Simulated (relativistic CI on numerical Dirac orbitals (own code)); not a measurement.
Radial Dirac CI calculation of Ru30+.

Command:

```sh
python run_levels.py task.json out
```

Input:

```
atom Ru  Z=44  charge=30  electrons=14
nucleus A=102  rms_radius_fm=4.4809
hamiltonian dirac-coulomb  breit=on  qed=on  c_scale=1
orbitals kli  potential=per-configuration
slater_scale 1
correlation none
mixing on
grid step=0.0125 r_max=3.8
scf mixing=0.001 start=green max_iterations=55 tolerance=2e-08 node_fill=0.05
configurations
  [Ne] 3s2 3p2
  [Ne] 3s 3p3
  [Ne] 3s2 3p 3d
  [Ne] 3p4
  [Ne] 3s2 3d2
end
```

Output:

```
SCF 1: [Ne] 3s2 3p2
 iter      energy (Ha)   residual   last orbital (Ha)
    1     -3833.078116   3.84e+00    -83.18079
    2     -3833.126696   3.84e+00    -83.15700
    3     -3856.858546   1.07e-01    -63.03316
    4     -3856.869195   7.55e-02    -63.18940
    5     -3856.834420   1.56e-01    -62.53630
    6     -3856.881034   1.21e-03    -62.85687
    7     -3856.881053   8.68e-04    -62.85480
    8     -3856.881094   1.20e-05    -62.85446
    9     -3856.881093   1.60e-05    -62.85457
   10     -3856.881093   1.50e-05    -62.85456
   11     -3856.881094   2.34e-08    -62.85451
   12     -3856.881094   2.29e-08    -62.85451
   13     -3856.881094   1.14e-09    -62.85451
SCF 2: [Ne] 3s 3p3
 iter      energy (Ha)   residual   last orbital (Ha)
    1     -3828.625543   3.88e+00    -83.18079
    2     -3828.675582   3.87e+00    -83.15670
    3     -3853.070977   1.07e-01    -62.81525
    4     -3853.082493   7.41e-02    -62.97872
    5     -3853.042499   1.64e-01    -62.29484
    6     -3853.095838   1.75e-03    -62.64974
    7     -3853.095880   8.48e-04    -62.64443
    8     -3853.095880   8.28e-04    -62.64525
    9     -3853.095913   2.22e-05    -62.64291
   10     -3853.095913   2.20e-05    -62.64291
   11     -3853.095913   2.25e-08    -62.64283
   12     -3853.095913   2.56e-08    -62.64283
   13     -3853.095913   3.80e-09    -62.64283
SCF 3: [Ne] 3s2 3p 3d
 iter      energy (Ha)   residual   last orbital (Ha)
    1     -3827.263076   3.87e+00    -81.27692
    2     -3827.313539   3.86e+00    -81.24952
      ... 24 steps not shown
SCF 5: [Ne] 3s2 3d2
 iter      energy (Ha)   residual   last orbital (Ha)
    1     -3821.221010   3.90e+00    -81.27692
    2     -3821.273469   3.90e+00    -81.24912
    3     -3846.897954   1.00e-01    -58.33854
    4     -3846.912043   6.96e-02    -58.51172
    5     -3846.922360   1.27e-01    -59.11463
    6     -3846.928993   3.45e-03    -58.02645
    7     -3846.928984   3.54e-03    -58.02601
    8     -3846.929185   1.12e-04    -58.01825
    9     -3846.929189   3.23e-05    -58.01796
   10     -3846.929189   3.24e-05    -58.01796
   11     -3846.929190   6.28e-08    -58.01779
   12     -3846.929190   7.53e-08    -58.01779
   13     -3846.929190   7.46e-09    -58.01779
orbital energies (Ha): 1s -864.9566  2s -172.9495  2p1/2 -164.8219  2p3/2 -159.8728  3s -66.9139  3p1/2 -64.0362  3p3/2 -62.8545
configuration averages (Ha): Dirac-Coulomb, Breit, QED
  3s2 3p2                      -3856.881094    2.557197    1.910500
  3s 3p3                       -3853.095913    2.565141    1.886875
  3s2 3p 3d                    -3851.991494    2.530983    1.909096
  3p4                          -3848.853098    2.573985    1.863310
  3s2 3d2                      -3846.929190    2.505882    1.907694
levels: no., configuration, term, J, E (cm-1), weight
   1 3s2 3p2                3P   0                0.0  0.76
   2 3s2 3p2                3P   1           214030.3  0.99
   3 3s2 3p2                1D   2           254562.9  0.53
   4 3s2 3p2                3P   2           490613.2  0.53
   5 3s2 3p2                1S   0           558378.9  0.74
   6 3s 3p3                 5S*  2           782243.1  0.66
   7 3s 3p3                 3D*  1           923297.2  0.55
   8 3s 3p3                 3D*  2           990983.0  0.53
   9 3s 3p3                 3D*  3          1054988.9  0.86
  10 3s2 3p 3d              3F*  2          1101622.8  0.43
  11 3s 3p3                 3P*  0          1145351.1  0.90
  12 3s 3p3                 3P*  1          1170769.2  0.60
  13 3s2 3p 3d              3F*  2          1212306.2  0.45
  14 3s2 3p 3d              3F*  3          1257831.1  0.83
lowest total energy -3853.983144 Ha
end: converged
```

Against the reference input this run has: SCF mixing 0.001. The reference run ends at -3853.983144 Ha with Breit and QED terms. The iteration limit was 55 against 150. The change (SCF mixing 0.001) leaves the energy and the levels as they were.
